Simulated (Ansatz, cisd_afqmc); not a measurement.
Species: Ge, charge 0, triplet.

Total energies in aug-cc-pVTZ, 4 correlated electrons, 14 frozen orbitals. Open shells are spin-unrestricted; no spin-orbit coupling. Correlated methods leave the cores frozen (noble-gas shells, and filled d and f shells in the p block). No relativity. The Monte Carlo rows (phaseless AFQMC, CISD trial, step 0.005/hartree) carry one-sigma bars that omit the constraint's bias. Outlying blocks are dropped, and bars are widened where a walk drifts. Over all cases where full CI ran beside it in this data, AFQMC minus full CI had a median of +0.1 mEh and passed +0.4 mEh in a tenth of the cases.

| method | program | energy (Eh) | minus CCSDTQ (mEh) |
|---|---|---|---|
| HF | Ansatz | -2075.36117 | 68.06 |
| MP2 | Ansatz | -2075.41186 | 17.38 |
| CCSD | Ansatz | -2075.42668 | 2.55 |
| CCSD(T) | Ansatz | -2075.42863 | 0.60 |
| CCSDT(Q) | Ansatz | -2075.42922 | 0.01 |
| CCSDTQ | Ansatz | -2075.42923 | 0.00 |
| AFQMC/CISD | cisd_afqmc | -2075.4291 ± 0.0001 | 0.2 ± 0.1 |

Ansatz is an electronic-structure program.
